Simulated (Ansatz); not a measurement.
Coupled-cluster diagnostics for Si2Se4, Ansatz.

Geometry of the singlet (PBE0-D4/def2-SVP):

```xyz
6

Si    0.427    0.555    1.288
Si   -0.427   -0.556   -1.287
Se   -1.448   -0.612    0.743
Se    1.027    1.337    3.107
Se    1.447    0.613   -0.743
Se   -1.027   -1.337   -3.108
```

Correlated methods freeze 46 core orbitals; core or outer-core shells of Se are correlated, in sets that lack core-valence functions. The structure comes from a short search, and lower isomers may exist.

Q: Estimate the CCSD(T) correlation energy, the shares of MP2 and (T), T1 and the reference's ⟨S²⟩ for: charge 0, singlet, own geometry in def2-SVP; and the rough time on 4 threads of Arm Neoverse V2 on a shared host.

A: 
| state | basis | correlation (eV) | MP2 share (%) | (T) share (%) | T1 | ⟨S²⟩ (pure) | wall time |
| --- | --- | --- | --- | --- | --- | --- | --- |
| charge 0, singlet, own geometry | def2-SVP | -30.858 | 96.4 | 3.8 | 0.014 | 0.00 (0.00) | 65 s |
Customary marks for T1 are 0.02 (closed shells), 0.045 (open shells) and about 0.05 (3d metals). T1 stays under 0.02 throughout.
